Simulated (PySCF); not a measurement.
Compound: C6H13OP.
SMILES with atom numbers: `[CH3:1][O:2][CH2:3][CH2:4][P:5]1[CH2:6][C@H:7]1[CH3:8]` (hydrogens: H9, H10, H11 on C1; H12, H13 on C3; H14, H15 on C4; H16, H17 on C6; H18 on C7; H19, H20, H21 on C8)

Cartesian coordinates in Å at the PBE0-D3(BJ)/def2-SVP level; atoms count from 1:
```
atom  x, y, z in Å
C1    -3.0469    1.1399   -0.9095
O2    -2.1024    0.1197   -0.9661
C3    -1.7216   -0.3651    0.2866
C4    -0.6209   -1.3870    0.0984
P5     0.8352   -0.6789   -0.8396
C6     2.2270   -1.3101    0.2185
C7     1.7766    0.0676    0.5857
C8     2.6775    1.2480    0.3291
H9    -3.2710    1.4518   -1.9391
H10   -3.9897    0.8082   -0.4297
H11   -2.6732    2.0202   -0.3491
H12   -1.3620    0.4654    0.9318
H13   -2.5890   -0.8223    0.8098
H14   -0.3026   -1.7769    1.0780
H15   -1.0112   -2.2359   -0.4873
H16    2.0187   -2.1345    0.9079
H17    3.1936   -1.4031   -0.2893
H18    1.2016    0.1356    1.5179
H19    2.1126    2.1925    0.3383
H20    3.4692    1.3150    1.0945
H21    3.1698    1.1665   -0.6525
```

Computed with PySCF, TDDFT PBE0/def2-SVPD, vertical, gas phase, core orbitals frozen in the response.

Kohn–Sham orbitals with the atoms that hold most of them (Löwdin shares over 4%, at most four atoms; ? is withheld):

```tsv
orbital	ε (eV)	atoms
HOMO-3	-8.50	C6 19%, C4 18%, P5 17%, C7 13%
HOMO-2	-7.63	O2 49%, C3 10%, C1 9%, P5 6%
HOMO-1	-7.15	?
HOMO	-6.80	P5 50%, C7 14%, C6 10%, C4 9%
LUMO	?	?
LUMO+1	0.83	C6 17%, P5 14%, H16 12%, C7 8%
LUMO+2	0.97	P5 20%, C8 12%, C4 11%, C7 7%
```

Q: Which atoms hold the LUMO, and with what shares?

A: P5 (bonded to 3 C) 16%; C3 (bonded to C, O and 2 H) 11%; C1 (bonded to O and 3 H) 10%; C7 (bonded to 2 C, P and H) 8%. By element: carbon 28% or more, phosphorus 16%.

Q: Which atoms hold the HOMO-1, and with what shares?

A: P5 (bonded to 3 C) 33%; C6 (bonded to C, P and 2 H) 19%; C7 (bonded to 2 C, P and H) 19%; C8 (bonded to C and 3 H) 6%. By element: carbon 44% or more, phosphorus 33%.

Q: What is the LUMO energy, and the HOMO–LUMO gap?

A: ε(LUMO) = 0.51 eV; the gap is 7.31 eV (0.2685 hartree).

Q: How does S1 compare with the orbital gap of 7.31 eV?

A: S1 is at 6.22 eV (f = 0.035), 1.08 eV below the gap, made of HOMO→LUMO (87%). 

Next come S2 at 6.51 eV (f 0.0007), HOMO→LUMO+1 (66%), HOMO-1→LUMO (13%), HOMO→LUMO+2 (10%); S3 at 6.63 eV (f 0.012), HOMO-1→LUMO (48%), HOMO→LUMO+2 (12%), HOMO→LUMO+1 (11%); S4 at 6.72 eV (f 0.013), HOMO→LUMO+2 (48%), HOMO-1→LUMO+1 (21%), HOMO→LUMO+1 (10%); S5 at 6.86 eV (f 0.025), HOMO-2→LUMO (34%), HOMO-1→LUMO+2 (34%), HOMO-1→LUMO (13%).

Löwdin shares depend on the basis, the more so with diffuse functions.

One conformer stands for the species.
